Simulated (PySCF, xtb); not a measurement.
C5H7F, SMILES C=C/C=C(/C)F. The values are those of a single conformer.

Harmonic wavenumbers (cm⁻¹) from GFN2-xTB run with xtb 6.7.1 at its own minimum, in rising order: 109, 129, 168, 208, 350, 404, 465, 561, 661, 848, 865, 887, 952, 1015, 1019, 1024, 1159, 1193, 1256, 1308, 1393, 1412, 1453, 1466, 1667, 1699, 2999, 3016, 3070, 3073, 3093, 3101, 3135.

Question: What does PBE-D3(BJ)/def2-SVP run with PySCF give at its own minimum? (An estimate is asked for; the answer gives what the named calculation found.)

Answer: 136, 173, 186, 218, 359, 409, 505, 568, 674, 841, 862, 874, 933, 991, 1001, 1010, 1148, 1189, 1251, 1296, 1353, 1383, 1386, 1409, 1633, 1699, 2965, 3034, 3073, 3098, 3098, 3116, 3177. Paired by order, the mean absolute difference is 20 cm⁻¹ and the zero-point energies are 64.6 and 64.4 kcal/mol.
